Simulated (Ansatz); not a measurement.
Consider the redistribution: `C[Se][Hf]([OH])([F])[F]` + `O[SiH](F)S` → `[OH][Hf]([F])([F])[SH]` + `C[Se][SiH](O)F`.

Gas-phase electronic energies from Ansatz, PBE0-D4/def2-TZVP geometries. CCSD(T)/CBS is the MP2 limit (def2-TZVPP, def2-QZVPP) plus CCSD(T) − MP2 in def2-TZVPP, frozen cores. Functionals use def2-TZVPP. def2 core potentials past Kr. For Hf, Se outer-core shells are correlated without core-valence functions, which leaves a few kJ/mol of doubt a bond. Scalar relativity is left out up to krypton. Each species was taken in one conformer, which may not be the lowest.

| species | ωB97X-V energy (Eh) |
| --- | --- |
| `C[Se][Hf]([OH])([F])[F]` | -2765.08924 |
| `O[SiH](F)S` | -864.64669 |
| `[OH][Hf]([F])([F])[SH]` | -722.58982 |
| `C[Se][SiH](O)F` | -2907.14617 |

Problem. Work out ΔE.

Solution. ΔE = (-722.58982) + (-2907.14617) − (-2765.08924) − (-864.64669) = -0.00006 Eh = -0.2 kJ/mol. CCSD(T)/CBS gives +2.2 kJ/mol.

Largest T1 diagnostic among the species: 0.016.
